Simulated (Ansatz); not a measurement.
Calculated with Ansatz (gas phase, PBE0-D4/def2-TZVP geometries, no zero-point term in ΔE). CBS: MP2 limit from def2 TZ/QZ plus the TZ coupled-cluster correction, frozen cores. This one scheme is used for every species. Functionals use def2-TZVPP. B3LYP here is the variant with VWN-RPA as its local correlation; programs differ in this. HSE06 is defined as in plane-wave codes. One conformer a species, not always the lowest.

Reaction (ligand exchange at the Si–C bond): `CC(C)[SiH](F)F` + H–F → `F[SiH](F)F` + `CCC`

`CC(C)[SiH](F)F`:

Z-matrix (Å, degrees):
```
C
C 1 1.529
H 1 1.092 2 112.0
H 1 1.094 2 110.5 3 -120.3
H 1 1.093 2 111.1 3 120.6
C 2 1.529 1 111.8 3 177.9
Si 2 1.854 1 111.9 3 -57.4
H 2 1.099 1 108.5 3 58.4
H 6 1.094 2 110.6 1 -58.6
H 6 1.093 2 112.3 1 -178.7
H 6 1.093 2 111.1 1 60.6
F 7 1.593 2 109.8 1 -61.4
F 7 1.592 2 110.2 1 55.8
H 7 1.479 2 114.5 1 177.5
```

H–F:

Cartesian coordinates in Å:
```
F 0.286 -0.141 -0.332
H -0.286 0.141 0.332
```

`F[SiH](F)F`:

```xyz
5

F    -0.583    1.097   -0.942
Si    0.037    0.011    0.012
F     0.100   -1.353   -0.768
F    -0.925   -0.170    1.244
H     1.370    0.415    0.454
```

`CCC`:

Z-matrix (Å, degrees):
```
C
C 1 1.519
H 1 1.094 2 111.1
H 1 1.094 2 111.1 3 119.5
H 1 1.093 2 111.7 3 -120.3
C 2 1.519 1 112.7 3 -59.7
H 2 1.095 1 109.5 3 178.2
H 2 1.095 1 109.5 3 62.4
H 6 1.094 2 111.0 1 59.7
H 6 1.093 2 111.7 1 -180.0
H 6 1.094 2 111.1 1 -59.7
```

| level | ΔE (kcal/mol) |
| --- | --- |
| revPBE-D4 | -33.6 |
| B3LYP-D4 | -38.0 |
| HSE06-D4 | -35.7 |
| B3LYP | -41.2 |
| r2SCAN0 | -39.4 |
| CAM-B3LYP | -41.3 |
| CCSD/def2-SVP | -36.9 |
| MP2/CBS(def2) | -37.3 |

(1) What does CCSD(T)/CBS give? (Estimate.)

Largest T1 diagnostic among the species: 0.012.

Answers

(1) The calculation gave: -37.6 kcal/mol. The listed levels differ from it by 4.0, -0.4, 1.9, -3.6, -1.8, -3.7, 0.7, 0.3 kcal/mol.

At CCSD(T), def2-SVP lies +1.3 kcal/mol from the extrapolated value and def2-TZVPP −0.5 kcal/mol. The D4 term adds +3.2 kcal/mol with B3LYP and +1.8 kcal/mol with PBE0; it sums over pairs of atoms, weighted by their polarisabilities, and B3LYP, whose exchange is more repulsive, gets the larger term. In def2-TZVPP, CCSD(T) changes the Hartree–Fock value by +7.4 kcal/mol (the triples alone add +1.0 kcal/mol) and MP2 by +7.6 kcal/mol.
